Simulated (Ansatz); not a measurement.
`O=CCBCl` and `ClBC[O][GeH3]` differ in one atom or group.

Ansatz, PBE0-D4/def2-TZVP geometries, multiplicity 1. Each molecule was computed in one conformer, which needn't be the lowest.

Scalar relativity is left out up to krypton.

| property | `O=CCBCl` |
| --- | --- |
| HOMO energy (B3LYP/def2-TZVPP) / eV | -7.41 |
| HOMO–LUMO gap (PBE/def2-TZVPP) / eV | 3.37 |
| HOMO energy (ωB97M-V/def2-TZVPP) / eV | -10.02 |
| size of the dipole moment (ωB97M-V/def2-TZVPP) / D | 2.47 |
| size of the dipole moment (B3LYP/def2-TZVPP) / D | 2.46 |
| LUMO energy (ωB97M-V/def2-TZVPP) / eV | 0.31 |

(1) Give the same properties after the change, and the shifts. (An estimate is asked.)

Results:

(1) Ansatz gave: 
```tsv
property	`ClBC[O][GeH3]`	shift
HOMO energy (B3LYP/def2-TZVPP) / eV	-7.39	0.02
HOMO–LUMO gap (PBE/def2-TZVPP) / eV	3.69	0.32
HOMO energy (ωB97M-V/def2-TZVPP) / eV	-9.95	0.07
size of the dipole moment (ωB97M-V/def2-TZVPP) / D	1.17	-1.30
size of the dipole moment (B3LYP/def2-TZVPP) / D	1.14	-1.32
LUMO energy (ωB97M-V/def2-TZVPP) / eV	0.57	0.26
```

Dipoles are sizes alone; their direction can turn.

B3LYP here is the variant with VWN-RPA as its local correlation; programs differ in this.
